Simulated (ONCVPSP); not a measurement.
# Potentials for zirconium (Zr) compared

Generated with ld1.x 7.5 (TM, RRKJ, ultrasoft, PAW), atompaw 4.2 or ONCVPSP 4.0.1. The cutoff is in Ry: for ld1.x and atompaw files where the sum of valence levels is converged to 10 mRy in a Bessel basis, for ONCV files where the hardest occupied wave has 1 mHa per electron of residual kinetic energy. The error is the largest all-electron minus pseudo excitation energy over each file’s own four to seven test configurations (ionisations up to +4, promotions, holes and added fractions of an electron), all of which were solved. The labels leave out finer settings (local radius, basis sizes, second energies), which also bear on the numbers. Spin-polarised tests are not counted. The rows are a selection from randomly drawn settings: files with unsolved tests, undetermined cutoffs or missed reference levels are left out.

```csv
potential,cutoff (Ry),largest error (meV),bound ghosts
"ONCV, PBE, scalar-relativistic, rc 2.35/2.05/2.75 (spd), local smoothed, core correction yes, reference 4s2 4p6 4d2 5s1.5 5p0.5, qcut 5.9/5.9/5.5, projectors 2/2/3",21,-376,none
"ONCV, PBE, fully relativistic, rc 2.05/1.55/2.75 (spd), local smoothed, core correction yes, reference 4s2 4p6 4d2 5s1.5, qcut 6.8/6.4/5.7, projectors 2/1/2",59,+173,none
"ONCV, BLYP, fully relativistic, rc 1.55/1.65/2.15 (spd), local smoothed, core correction yes, reference 4s2 4p6 4d2, qcut 7/8.6/7.3, projectors 2/2/3",45,+3.7,none
```

(1) Fill in the row for Zr: ONCV, LDA (Perdew-Zunger), scalar-relativistic, rc 1.80/1.50/2.90 (spd), local smoothed, core correction yes, reference 4s2 4p6 4d2 5s1, qcut 8.1/6.3/6.3, projectors 3/2/1.

(2) Fill in the row for Zr: ONCV, revPBE, scalar-relativistic, rc 1.35/2.10/2.45 (spd), local smoothed, core correction yes, reference 4s2 4p6 4d2, qcut 5.4/6.9/6.2, projectors 2/1/2.

## Answers

(1) cutoff 48 Ry, largest error +20 meV, bound ghosts: none.

(2) cutoff 146 Ry, largest error +60 meV, bound ghosts: none.
